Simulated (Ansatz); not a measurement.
Calculated with Ansatz (gas phase, PBE0-D4/def2-TZVP geometries, no zero-point term in ΔE). CBS: MP2 limit from def2 TZ/QZ plus the TZ coupled-cluster correction, frozen cores. This one scheme is used for every species. DFT in def2-TZVPP. Each species was taken in one conformer, which may not be the lowest.

Reaction (substitution at a C–O bond): `OC(S)O[SiH3]` + CH₃OH → `COC(O)S` + silanol

(1) Is it downhill or uphill in electronic energy at CCSD(T)/CBS, and by how much? (Estimate.)

(2) What do these levels give: r2SCAN-D4, PBE0-D4, ωB97M-V, PBE, r2SCAN, PBE0, HF/def2-TZVPP, MP2/def2-TZVPP, SCS-MP2/def2-TZVPP, CCSD/def2-TZVPP, MP2/CBS(def2), CCSD/CBS(def2)? (An estimate is asked.)

Largest T1 diagnostic among the species: 0.012.

Results:

(1) Ansatz gave: Downhill: ΔE = -0.14 eV.

(2) Ansatz gave: r2SCAN-D4 -0.14, PBE0-D4 -0.11, ωB97M-V -0.13, PBE -0.14, r2SCAN -0.15, PBE0 -0.14, HF/def2-TZVPP -0.16, MP2/def2-TZVPP -0.16, SCS-MP2/def2-TZVPP -0.15, CCSD/def2-TZVPP -0.15, MP2/CBS(def2) -0.15, CCSD/CBS(def2) -0.14 eV.

The D4 term adds +0.05 eV with B3LYP and +0.02 eV with PBE0; it sums over pairs of atoms, weighted by their polarisabilities, and B3LYP, whose exchange is more repulsive, gets the larger term.

B3LYP here is the variant with VWN-RPA as its local correlation; programs differ in this.
